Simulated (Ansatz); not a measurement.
`C[SiH](F)S[SiH](O)O` and `O[SiH](O)S[SiH](O)F` differ in one atom or group.

Ansatz, PBE0-D4/def2-TZVP geometries, multiplicity 1. Each molecule was computed in one conformer, which needn't be the lowest.

```tsv
property	`C[SiH](F)S[SiH](O)O`
LUMO energy (ωB97M-V/def2-TZVPP) / eV	2.09
size of the dipole moment (ωB97M-V/def2-TZVPP) / D	2.45
HOMO energy (ωB97M-V/def2-TZVPP) / eV	-10.08
size of the dipole moment (B3LYP/def2-TZVPP) / D	2.43
LUMO energy (PBE/def2-TZVPP) / eV	-0.47
HOMO energy (B3LYP/def2-TZVPP) / eV	-7.64
```

Q: Give the same properties after the change, and the shifts. (Estimate.)

A: Ansatz gave: 
```csv
property,`O[SiH](O)S[SiH](O)F`,shift
LUMO energy (ωB97M-V/def2-TZVPP) / eV,1.65,-0.44
size of the dipole moment (ωB97M-V/def2-TZVPP) / D,2.93,0.48
HOMO energy (ωB97M-V/def2-TZVPP) / eV,-10.21,-0.13
size of the dipole moment (B3LYP/def2-TZVPP) / D,2.92,0.49
LUMO energy (PBE/def2-TZVPP) / eV,-0.95,-0.48
HOMO energy (B3LYP/def2-TZVPP) / eV,-7.74,-0.10
```

With PBE0 the HOMO falls by 0.12 eV and the LUMO falls by 0.50 eV, so the gap narrows by about 0.38 eV. PBE moves the HOMO by -0.08 eV and ωB97M-V by -0.13 eV. Dipoles are sizes alone; their direction can turn.

B3LYP here is the variant with VWN-RPA as its local correlation; programs differ in this.
